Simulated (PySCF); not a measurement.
Job for PySCF: R-HF/3-21G on AgCl, 2S+1 = 1, a spin state set in the input, which need not be the lowest, a point of a bond scan (R = 2.125 Å).

```python
from pyscf import gto, scf, dft, mp
from pyscf.data.elements import chemcore

mol = gto.M(
    atom='''
    Ag    0.00000000    0.00000000    0.00000000
    Cl    0.00000000    0.00000000    2.12458800
    ''',
    basis='3-21g',
    charge=0, spin=0, verbose=3, max_memory=1800)
mf = scf.RHF(mol)
mf.conv_tol = 1e-8
mf.max_cycle = 100
mf.kernel()
if not mf.converged:
    mf = mf.newton().run(mf.mo_coeff, mf.mo_occ)
```

Task: Give the final energy of this run.

Result: -5630.8268 hartree.
